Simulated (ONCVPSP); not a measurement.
**PBE ONCV dataset for ruthenium (Ru), scalar-relativistic all-electron reference.**

ruthenium, optimised norm-conserving Vanderbilt (ONCV), made with ONCVPSP 4.0.1 (PBE, scalar-relativistic). Core [Ar] 3d10, reference 4s2 4p6 4d6 5s2. Waves: 4s+5s: rc 1.75 bohr, ncon 3, nbas 7, qcut 6.4 1/bohr, 2 projectors; 4p: rc 1.50 bohr, ncon 4, nbas 8, qcut 8.7 1/bohr, 3 projectors, debl 1.3 Ha; 4d: rc 1.60 bohr, ncon 4, nbas 8, qcut 9.8 1/bohr, 1 projector. Local part: polynomial inside 1.15 bohr (lpopt 5, dvloc0 2 Ha). Core correction: Teter function, fcfact 3.75, rcfact 1.75.

In the p channel the program set the typed energies aside and used -1.823, 0.250, 1.550 Ha.

Task: Does the generator finish with these settings?

Result: Yes, a potential is produced and its reference levels are reproduced.

Task: Estimate the cutoffs (Ha) at which the residual kinetic energy of the hardest occupied pseudo-wave falls to 1 and 0.1 mHa per electron.

Result: 27 Ha and 33 Ha.

Task: What does a ghost test show?

Result: No bound ghost flagged; GHOST(+) flagged for s at 144.2 eV.

Task: Tests: 4s2 4p6 4d7 5s1; 4s2 4p6 4d7 5s0; 4s2 4p6 4d6 5s0; 4s2 4p6 4d7.5 5s0.5. Which has the largest error in its energy relative to the reference configuration, and how large is it?

Result: 4s2 4p6 4d7 5s0, with -15 meV (all-electron minus pseudo) on +5.59 eV.
